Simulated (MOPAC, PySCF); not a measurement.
H$_{2}$ClGaO$_{2}$, SMILES `[OH][Ga]([OH])[Cl]` (H–O–Ga–Cl torsion 0°, Cl–Ga–O–H torsion 180°), neutral singlet in the gas phase. 

Cartesian coordinates (Å):
```xyz
6

O      1.2820    -0.7919     0.0202
Ga    -0.0981     0.3230    -0.0178
O     -1.7409    -0.3249     0.0596
Cl     0.1681     2.4223    -0.1540
H      2.1324    -0.3410    -0.0272
H     -1.7434    -1.2875     0.1192
```
Charge 0, spin multiplicity 1.

All levels are single points at this geometry (r2SCAN-D4/def2-TZVP); Pople sets use spherical d functions. Orbital energies aren't observables, and empty levels follow the basis.

B3LYP/3-21G in PySCF gives dipole (D) = 2.64.

**Question.** Estimate the dipole (D) from each of these levels: r2SCAN-D4/def2-TZVP in PySCF; BP86/6-31G* in PySCF; SVWN5/6-31G* in PySCF; HF/3-21G in PySCF; HF/6-31G* in PySCF; PM3 in MOPAC; PM6 in MOPAC; PM7 in MOPAC.

**Answer.** 
```csv
level,dipole (D)
r2SCAN-D4/def2-TZVP in PySCF,1.65
BP86/6-31G* in PySCF,1.88
SVWN5/6-31G* in PySCF,1.90
HF/3-21G in PySCF,2.68
HF/6-31G* in PySCF,1.89
PM3 in MOPAC,2.30
PM6 in MOPAC,1.51
PM7 in MOPAC,1.63
```
